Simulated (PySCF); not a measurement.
A calculated (M06-L, PySCF 2.14, cc-pVDZ, the non-relativistic Hamiltonian (point nucleus)) atom or ion has these occupied shells.

```
shell  electrons  orbital energy (eV)  rms radius, mean of both spins (bohr)
 1s α          1              -214.62                                  0.378
 1s β          1              -214.36                                  0.378
 2s α          1              -32.732                                   1.77
```

Question: Name the element and its charge.

Answer: B²⁺ (boron, charge +2), in [He] 2s1, 2S determinant.
